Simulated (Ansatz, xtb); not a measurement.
Two isomers of CH4AlF2N

We compare a, `C=[NH+][AlH-]([F])[F]`, a singlet, with b, `C[NH][Al]([F])[F]`, a singlet. Both are isolated molecules in the gas phase, relaxed with PBE0-D3(BJ)/def2-SVP; the shapes shown needn't be the lowest conformers.

a (Å):

```xyz
9

C    -0.4262   -1.2449    1.7217
Al   -1.1913   -1.0812   -1.1019
F    -0.4950   -2.3443   -1.9594
F    -0.8317    0.4428   -1.7048
N    -0.0086   -1.0883    0.5354
H    -1.5034   -1.3875    1.8823
H     0.2437   -1.2437    2.5923
H     1.0015   -0.9592    0.4365
H    -2.6182   -1.3134   -0.4430
```

b (Å):

```xyz
9

C    -0.3345   -1.2990    1.4420
Al   -0.7549   -0.9083   -1.3719
F    -1.9018   -0.7594   -2.5552
F     0.8436   -0.8230   -1.7943
N    -1.2132   -1.1516    0.3024
H     0.7159   -1.2360    1.1197
H    -0.4862   -0.5093    2.1999
H    -0.4572   -2.2729    1.9495
H    -2.1955   -1.2026    0.5517
```

Quicker runs give these differences E(b) − E(a): GFN2-xTB −6.7 kcal/mol; HF/STO-3G −42.1 kcal/mol (at GFN2-xTB geometries); r2SCAN-D4/def2-SVP −17.2 kcal/mol (at GFN2-xTB geometries).

Question: Estimate E(b) − E(a) at the level CCSD(T)/def2-SVP + ΔMP2/def2-TZVPP.

Answer: Calculated at CCSD(T)/def2-SVP + ΔMP2/def2-TZVPP: E(b) − E(a) = −15.1 kcal/mol, so structure b lies lower.

The same difference at several levels:

```json
{"level": "GFN2-xTB", "geometry": "GFN2-xTB", "E(b) − E(a) (kcal/mol)": "−6.7", "departure from the last row (kcal/mol)": "+8.4", "job, with rough time for the two": "optimisation, 0.84 s"}
{"level": "HF/STO-3G", "geometry": "GFN2-xTB", "E(b) − E(a) (kcal/mol)": "−42.1", "departure from the last row (kcal/mol)": "−26.9", "job, with rough time for the two": "single point, 1.5 s"}
{"level": "r2SCAN-D4/def2-SVP", "geometry": "GFN2-xTB", "E(b) − E(a) (kcal/mol)": "−17.2", "departure from the last row (kcal/mol)": "−2.0", "job, with rough time for the two": "single point, 12 s"}
{"level": "PBE0-D3(BJ)/def2-SVP", "geometry": "PBE0-D3(BJ)/def2-SVP", "E(b) − E(a) (kcal/mol)": "−15.6", "departure from the last row (kcal/mol)": "−0.5", "job, with rough time for the two": "optimisation, 2.1 min"}
{"level": "HF/def2-SVP", "geometry": "PBE0-D3(BJ)/def2-SVP", "E(b) − E(a) (kcal/mol)": "−10.8", "departure from the last row (kcal/mol)": "+4.3", "job, with rough time for the two": "part of the CCSD(T) run"}
{"level": "MP2/def2-SVP", "geometry": "PBE0-D3(BJ)/def2-SVP", "E(b) − E(a) (kcal/mol)": "−13.8", "departure from the last row (kcal/mol)": "+1.4", "job, with rough time for the two": "part of the CCSD(T) run"}
{"level": "CCSD(T)/def2-SVP", "geometry": "PBE0-D3(BJ)/def2-SVP", "E(b) − E(a) (kcal/mol)": "−10.6", "departure from the last row (kcal/mol)": "+4.6", "job, with rough time for the two": "single point"}
{"level": "CCSD(T)/def2-SVP + ΔMP2/def2-TZVPP", "geometry": "PBE0-D3(BJ)/def2-SVP", "E(b) − E(a) (kcal/mol)": "−15.1", "departure from the last row (kcal/mol)": "", "job, with rough time for the two": "single point, 1.7 min"}
```

As drawn, b has 1 C–N, 1 C–H in place of 1 C=N, 1 Al–H.

The levels shown agree on the order. The largest departure from CCSD(T)/def2-SVP + ΔMP2/def2-TZVPP is that of HF/STO-3G, 26.9 kcal/mol. The last row adds to CCSD(T) the change of the MP2 difference between the two basis sets, here −4.6 kcal/mol, a large step that makes the value less sure.

With harmonic frequencies from PBE0-D3(BJ)/def2-SVP (ideal gas, rigid rotor, one conformer each, 400 K, 1 atm): the zero-point term adds +2.5 kcal/mol; ΔH is −12.9 and ΔG −12.4 kcal/mol.

The correlated steps freeze 9 core orbitals. Programs: Ansatz 0.2.0, xtb 6.7.1; the last row on 1 thread of AMD EPYC (Zen 3) on a shared host.
